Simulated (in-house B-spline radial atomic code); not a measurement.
Response and correlation along the 4-electron series, closed shell [He] 2s2; the second-order energy is extrapolated in partial waves. Computed with a B-spline radial code for spherical atoms: relativistic RPA and second-order many-body perturbation theory on Dirac-Hartree-Fock.

| ion | Z | dipole polarisability (bohr³) | quadrupole polarisability (bohr⁵) | ratio of RPA to uncoupled dipole | second order correlation energy (Eh) | C6 of two such ions (Eh bohr⁶) |
| --- | --- | --- | --- | --- | --- | --- |
| Li- | 3 | 1198.7 | 116395 | 2.3696 | -0.060435 | 34280.1 |
| Be | 4 | 45.589 | 342.11 | 1.493 | -0.076301 | 282.24 |
| B+ | 5 | ? | ? | ? | ? | ? |
| C2+ | 6 | ? | ? | ? | ? | ? |
| N3+ | 7 | 2.2298 | 1.4279 | 1.3664 | -0.10586 | 2.2471 |

Q: Fill in the row of B+.

A: dipole polarisability (bohr³): 11.365; quadrupole polarisability (bohr⁵): 28.233; ratio of RPA to uncoupled dipole: 1.3971; second order correlation energy (Eh): -0.087799; C6 of two such ions (Eh bohr⁶): 31.652.

Q: Fill in the row of C2+.

A: dipole polarisability (bohr³): 4.4989; quadrupole polarisability (bohr⁵): 5.2115; ratio of RPA to uncoupled dipole: 1.3718; second order correlation energy (Eh): -0.097357; C6 of two such ions (Eh bohr⁶): 7.0901.

Q: How fast does the dipole polarisability fall along the series?

A: From 1199 to 2.23 bohr³; a fit of its logarithm against log Z from Z = 3 to 7 has slope -7.27.
